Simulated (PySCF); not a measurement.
A structure optimised at PBE-D3(BJ)/def2-SVP, used in a PySCF frequency run:

```
O
Si 1 1.6657
Zn 1 1.7804 2 134.49
H 2 1.5042 1 108.73 3 180.00
H 2 1.5115 4 108.32 1 -122.00
H 2 1.5115 4 108.32 5 -116.00
I 3 2.4196 2 162.19 4 180.00
```
Charge 0, spin multiplicity 1.

Task: Write its SMILES, formula and point group.

Result: [SiH3][O][Zn][I], H3IOSiZn, Cs

Task: What are its rotational constants (standard atomic weights)?

Result: 25.986, 0.52422, 0.51699 GHz
